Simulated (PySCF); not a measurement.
Species: Zr(NH2)Cl3 (singlet state).
Bonds: Zr1–N2, Zr1–Cl5, Zr1–Cl6, Zr1–Cl7. Hydrogens: H3, H4 on N2.

Level of theory: PySCF 2.14.0, PBE0-D3(BJ)/def2-SVP geometry optimisation, gas phase, def2 core potentials past Kr.

Q: Give the optimised bond lengths and angles.

A: 
| bond | length (bohr) |
| --- | --- |
| Zr1–N2 | 3.761 |
| Zr1–Cl5, Zr1–Cl6, Zr1–Cl7 | 4.424 |
| N2–H3, N2–H4 | 1.927 |

Bonds in one row agree within 0.02 bohr and their mean is given. A selection of angles:
| angle | degrees |
| --- | --- |
| N2–Zr1–Cl5 | 107.2 |
| N2–Zr1–Cl7 | 109.0 |
| Cl5–Zr1–Cl6 | 116.2 |
| Cl5–Zr1–Cl7 | 109.9 |
| Cl6–Zr1–Cl7 | 106.4 |
| Zr1–N2–H3 | 125.2 |
| H3–N2–H4 | 108.9 |

All 3 Cl–Zr bonds measure 2.339 to 2.343 Å. N2 (nitrogen bonded to Zr and 2 H) is planar (angles 125.7°, 125.2° and 108.9°, sum 359.9°, 0.02 Å off the plane of its three neighbours). Zr1 (zirconium bonded to 3 Cl and N) is distorted tetrahedral (angles from 106.4° to 116.2°).

Point group: near Cs, missed by 0.16 Å at most; the miss may be what the optimiser left on a soft mode. Not checked by PBE0-D3(BJ)/def2-SVP frequencies.
